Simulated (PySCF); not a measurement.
C4H4ClF3.
SMILES with atom numbers: `[F:1][C:2]([F:3])([F:4])[C:5]1([Cl:6])[CH2:7][CH2:8]1`

Definitions: NICS(0) = −σiso at the ring centroid; NICS(1) = −σiso and NICS(1)zz = −σzz at ±1 Å along the ring normal z. Level: GIAO PBE0/pcSseg-1 (PySCF, non-relativistic, gas phase) on the GFN2-xTB geometry, one conformer.

Ring bond lengths (Å), with Mayer bond orders in brackets: C5–C7 1.499 (0.90), C7–C8 1.499 (0.96), C8–C5 1.499 (0.90).

Task: What do the NICS probes read (ppm)?

Result: 
```csv
ring,type,NICS(0),"NICS(1), two faces","NICS(1)zz, two faces",rms pucker (Å),"centre to ring atoms, mean (Å)"
C5–C7–C8,3-membered carbocycle; formal bonds all single,-42.2,-9.2 / -7.7,-24.9 / -19.4,0.00,0.87
```

Task: What do they say, and how far can they be read as aromaticity?

Result: 
- C5–C7–C8: mean NICS(1)zz -22.1 ppm, shielded. C5, C7, C8 have four or more neighbours, and the NICS criterion for π rings isn't applied. The two faces differ by 5.5 ppm, so no symmetry operation interchanges them. NICS(0) lies 34 ppm below the mean NICS(1).

Task: What field does 14.1 T along the ring normal induce along that normal at the second NICS(1) probe listed for ring C5–C7–C8, 1 Å off the ring?

Result: NICSzz × B0 = -19.4 ppm × 14.1 T = -274 μT, against the applied field.

Task: What are the shieldings of the ring atoms and their hydrogens in the same run (means over atoms taken as equivalent)?

Result: 
```tsv
atoms	environment	σ isotropic (ppm)	principal values of the symmetric part, first atom (ppm)
C5	sp3 C–Cl carbon	140.1	108.9, 113.6, 197.8
C7 (×2)	three-membered-ring carbon	170.6	135.2, 175.8, 200.8
H on C7 (×2)	methylene hydrogen	30.30	24.2, 28.0, 38.7
H on C7 (×2)	methylene hydrogen	30.55	24.8, 27.6, 39.2
```

Conformer computed: `[F:1][C:2]([F:3])([F:4])[C:5]1([Cl:6])[CH2:7][CH2:8]1`: F1–C2–C5–Cl6 180°.
